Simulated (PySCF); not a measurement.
C₃HF₆P.
Geometry (PBE0-D3(BJ)/def2-SVP, Å), atoms numbered from 1 in this order:
```
atom  x, y, z in Å
F1     1.782    0.128    1.311
C2     1.437   -0.114    0.046
F3     2.316    0.513   -0.736
F4     1.565   -1.424   -0.164
C5     0.026    0.353   -0.235
P6    -0.202    1.723   -1.171
C7    -1.059   -0.516    0.364
F8    -1.231   -1.620   -0.364
F9    -0.738   -0.894    1.601
F10   -2.233    0.108    0.425
H11   -1.628    1.713   -1.091
```

Computed with PySCF at PBE0/pcSseg-1 and wB97X-D/def2-SVPD, non-relativistic, on one gas-phase PBE0-D3(BJ)/def2-SVP geometry that isn't relaxed in the solvent. The solvent is an IEF-PCM continuum (Bondi radii, 1.10 Å for H, scaled by 1.2). The model holds no explicit solvent molecules, cavitation or dispersion.

Gas phase at PBE0/pcSseg-1: HOMO -9.10 eV, LUMO -3.29 eV, dipole 2.48 D.

**Question.** What does the continuum do to the energy, the frontier levels and the dipole at PBE0/pcSseg-1 in chloroform and dichloromethane?

**Answer.** 
| solvent | ε | E(solvent) − E(gas) (kcal/mol) | polarisation term (kcal/mol) | distortion of the solute (kcal/mol) | HOMO (eV) | LUMO (eV) | dipole (D) |
| --- | --- | --- | --- | --- | --- | --- | --- |
| chloroform | 4.711 | -2.33 | -2.68 | 0.35 | -8.80 | -2.95 | 3.13 |
| dichloromethane | 8.93 | -2.81 | -3.32 | 0.51 | -8.75 | -2.90 | 3.26 |

The first energy column is the sum of the next two and covers electrostatics alone. From chloroform to dichloromethane the lowering changes by a factor 1.21, Onsager's factor (ε − 1)/(2ε + 1) by 1.18 and ε itself by 1.9.

**Question.** Which radius a makes the point-dipole formula ΔE = −[(ε − 1)/(2ε + 1)]·μ²/a³ give the value in dichloromethane, with the gas-phase dipole?

**Answer.** μ = 0.976 au and |ΔE| = 0.00448 Eh give a = 2.37 Å; the farthest nucleus lies 2.61 Å from the centroid of the nuclei, so such a sphere wouldn't even hold the nuclei. The formula assumes a rigid point dipole at the centre of a sphere.

**Question.** Give the dipole vector in the frame of the coordinates (D, pointing from negative to positive charge), gas and dichloromethane.

**Answer.** Gas (-1.15, 1.85, -1.20), solvent (-1.52, 2.42, -1.57). Its length changes by +32 % and its direction by less than 1°.

**Question.** Which Hirshfeld charges (PBE0/pcSseg-1) respond most in chloroform (means over atoms taken as equivalent)?

**Answer.** 
```
    atoms                   environment  gas (e)  solvent (e)  change
       P6  phosphorus bonded to C and H   +0.153       +0.176  +0.023
      H11                  P–H hydrogen   -0.007       +0.005  +0.012
       C5    carbon bonded to 2 C and P   -0.125       -0.133  -0.008
 F1/F3/F4       fluorine of a CF3 group   -0.086       -0.091  -0.005
F8/F9/F10       fluorine of a CF3 group   -0.084       -0.088  -0.004
       C2                    CF3 carbon   +0.243       +0.242  -0.001
       C7                    CF3 carbon   +0.247       +0.247   0.000
```

**Question.** Which Mayer bond orders change most in chloroform?

**Answer.** 
```tsv
bond	length (Å)	gas	solvent	change
C5–P6	1.675	1.844	1.830	-0.014
C5–C7	1.513	0.923	0.930	+0.007
C2–F4	1.333	1.025	1.019	-0.006
C7–F9	1.333	1.022	1.016	-0.006
C2–C5	1.513	0.939	0.944	+0.005
F1–C2	1.332	1.023	1.018	-0.005
C7–F8	1.333	1.021	1.016	-0.005
P6–H11	1.429	0.901	0.903	+0.002
```

Gas phase at wB97X-D/def2-SVPD: HOMO -10.96 eV, LUMO -1.55 eV, dipole 2.53 D.

**Question.** What does the continuum do to the energy, the frontier levels and the dipole at wB97X-D/def2-SVPD in chloroform?

**Answer.** 
```csv
solvent,ε,E(solvent) − E(gas) (kcal/mol),polarisation term (kcal/mol),distortion of the solute (kcal/mol),HOMO (eV),LUMO (eV),dipole (D)
chloroform,4.711,-2.19,-2.57,0.38,-10.66,-1.21,3.23
```

**Question.** How does the static polarisability (wB97X-D/def2-SVPD, frozen core, with the continuum's full static response) change?

**Answer.** 
| medium | isotropic (au) | principal values (au) | ⟨r²⟩ of the electrons (bohr²) |
| --- | --- | --- | --- |
| gas | 65.6 | 52.6, 63.0, 81.2 | 1400.8 |
| chloroform | 80.0 | 64.1, 75.3, 100.6 | 1400.5 |

The isotropic value in chloroform is 1.22 times the gas-phase one; no cavity-field correction is applied. ⟨r²⟩ is taken about the centre of nuclear charge.

The run took 25 s of wall time on Arm Neoverse V2, one thread, shared host, and the process peaked at 0.91 GiB of memory. This is the whole shielding run at PBE0/pcSseg-1 in dichloromethane, SCF included.

The pairwise dispersion term of wB97X-D wasn't added to the energies; at a given geometry it leaves orbitals and properties as they are.
